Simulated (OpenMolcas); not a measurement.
Au5+: moving or changing the point charges

Au5+ among 6 point charges of -1.7 e arranged as an octahedron (Oh), 1.8 Å from the ion.

| Item | Value |
| --- | --- |
| Program | OpenMolcas |
| Method | CASSCF |
| Basis | ANO-RCC-VTZP [8s7p5d3f1g] |
| Scalar Hamiltonian | DKH2, point nucleus |
| Active space | 6 electrons in 5 orbitals (5d) |
| State averaging | 2S+1 = 5 even, 5 roots; 2S+1 = 3 even, 45 roots; 2S+1 = 1 even, 50 roots |
| Spin-orbit coupling | state interaction with AMFI integrals over the reference wave functions |

Runs around this geometry, states (labels of O, the rotations of Oh). Energies in cm-1 above the lowest state or level, χT in cm3 K/mol; under a threefold ground state the first gap can be a small split of the lowest multiplet, not the spin-orbit step; 10Dq and B are least-squares fits to the states below 45000 cm-1, weighted by degeneracy, with a free offset, and given where the rms deviation is under 5 % of |10Dq| (or 100 cm-1) and under 700 cm-1.

```
R (Å)  q (e)  Ground state  First state of that spin   10Dq  B (rms of fit)  First gap with spin-orbit (degeneracies)  χT at 300 K  First state of another spin
  1.8   -1.1           5T2                   5E 6035   5932       1006 (67)                                2.4 (3, 2)        4.624                    3T1 17044
 1.71   -1.7           5T2                  5E 11853  11594      1017 (143)                              864.0 (1, 2)        1.018                    1A1 11634
  1.8   -1.7           5T2                   5E 9264   9075      1013 (107)                              189.7 (1, 2)        2.988                    3T1 14303
 1.98   -1.7           5T2                   5E 5828   5726       1006 (65)                               17.9 (3, 2)        4.668                    3T1 17230
```

Taking |10Dq| as R^-n, n = -ln(5726 / 11594) / ln(1.98 / 1.71) = 4.8 between the shortest and longest distance. The point-charge formula for a cubic d site gives n = 5.

Scaling the charges by -1.1 / -1.7 = 0.65 scales |10Dq| by 5932 / 9075 = 0.65; with fixed orbitals a first-order splitting would follow the charge.

Without dynamic correlation the repulsion within the d shell is too large (B by tens of per cent), so at a given field states of lower spin stand too high. Point charges give a weaker field than real ligands, and real ions of this kind are as a rule low spin; the high spin found here belongs to the model. Spin-orbit coupling mixes the spin-free states strongly: the lowest level takes only 37 % from its leading state, 5T2 (figures for R = 1.71, q = -1.7; the like holds for R = 1.8, q = -1.7). This field is weak: 10Dq is about 5932 cm-1, while octahedral complexes of 5d ions of charge 3 and more, computed by the same method with explicit ligands, had a median near 35000 cm-1. Ground spin and moment need not be those of a real site (figures for R = 1.8, q = -1.1; the like holds for R = 1.71, q = -1.7, R = 1.8, q = -1.7, R = 1.98, q = -1.7). An orbital triplet at a regular site is open to Jahn-Teller coupling, which can distort the site and quench the lowest spin-orbit gaps and is left out (holds for R = 1.8, q = -1.1; R = 1.98, q = -1.7). This shell can be high or low spin here, a state of another spin lies low, and with metal d orbitals alone active their balance is uncertain, so the ground spin may be wrong (holds for R = 1.71, q = -1.7; R = 1.8, q = -1.7). This is an electrostatic model: the charges have no orbitals. No measured value stands beside these numbers.
